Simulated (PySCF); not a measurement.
# ZnS and its ions

PBE; basis Zn def2-TZVPPD, S def2-TZVPPD; no relativity; PySCF 2.14. Neutral (UKS): singlet (closed shell), Re = 2.064 Å, ωe = 453 cm⁻¹, De = 1.67 eV, HOMO -5.52 eV, LUMO -4.98 eV.

ZnS⁺ (UKS): doublet (π ↑), Re = 2.163 Å, ωe = 387 cm⁻¹, De = 2.39 eV to Zn⁺ + S. The energies at the minima are -2177.13033 hartree for ZnS and -2176.81122 for ZnS⁺.

(1) Work out the adiabatic ionisation energy, without and with harmonic zero-point energies (1 hartree = 27.2114 eV, 1 eV = 8065.5 cm⁻¹), and the change of the bond length.

ZnS⁻ (UKS): doublet (σ ↑), Re = 2.150 Å, ωe = 383 cm⁻¹, De = 1.79 eV to Zn + S⁻. The energies at the minima are -2177.13033 hartree for ZnS and -2177.21467 for ZnS⁻.

(2) Work out the adiabatic electron affinity, without and with harmonic zero-point energies (1 hartree = 27.2114 eV, 1 eV = 8065.5 cm⁻¹), and the change of the bond length.

For an ion De counts to the pair picked by the measured ionisation energies or electron affinities, which need not be the lowest pair at this level. The highest Kohn–Sham level is positive in this anion. Much of that is self-interaction error, but it also means that the finite basis helps to hold the extra electron. States were picked by a PBE0 search and need not be the measured ground states.

## Answers

(1) At PBE: 0.31911 hartree = 8.683 eV between the minima; the zero-point term (387.0 − 453.0)/2 cm⁻¹ = -0.004 eV makes it 8.679 eV. Re changes by +9.9 pm against the neutral. Minus the HOMO energy is 5.52 eV, -3.16 eV from the value between the minima; self-interaction puts the Kohn–Sham level too high, less so with exact exchange. The electron leaves a π orbital; in so polar a molecule the change of length follows mostly from the change of the ionic charges.

(2) At PBE: 0.08434 hartree = 2.295 eV between the minima; the zero-point term (453.0 − 383.0)/2 cm⁻¹ = +0.004 eV makes it 2.299 eV. Re changes by +8.6 pm against the neutral. The electron enters a σ orbital; the charge polarises the partner, so the anion is bound more strongly.
